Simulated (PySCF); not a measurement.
# AlF₃ + HF → AlH + 2 F₂

Level: PBE0 in the def2-TZVP basis family, all electrons, no relativity, computed in PySCF with density fitting; open shells unrestricted.

| species | state and structure | ZPE (kJ/mol) | H(298 K) − H(0) (kJ/mol) | S° (J/(mol K)) |
| --- | --- | --- | --- | --- |
| AlF₃ | singlet, D3h, Al–F 1.629 Å (×3) | 20.3 | 14.2 | 277.8 |
| HF | singlet, C∞v, H–F 0.920 Å | 24.9 | 8.7 | 173.6 |
| AlH | singlet, C∞v, Al–H 1.665 Å | 9.9 | 8.7 | 187.8 |
| F₂ | singlet, D∞h, F–F 1.376 Å | 6.6 | 8.7 | 201.9 |

Is the gas-phase reaction uphill or downhill in electronic energy at this level, and by how much?

At PBE0/def2-TZVP, ΔE = 1698.4 kJ/mol, uphill. 

Add zero-point, thermal and entropy terms for 298.15 K and 1 bar.

ΔZPE = -22.1 and Δ[H(298) − H(0)] = 3.2 kJ/mol give ΔH° = 1679.5 kJ/mol. ΔS° = 140.2 J/(mol K), so ΔG° = 1679.5 − 298.15 × (0.1402) = 1638 kJ/mol.

Only the bonding shown was studied: isomers, or loss of a ligand pair, can lie lower.
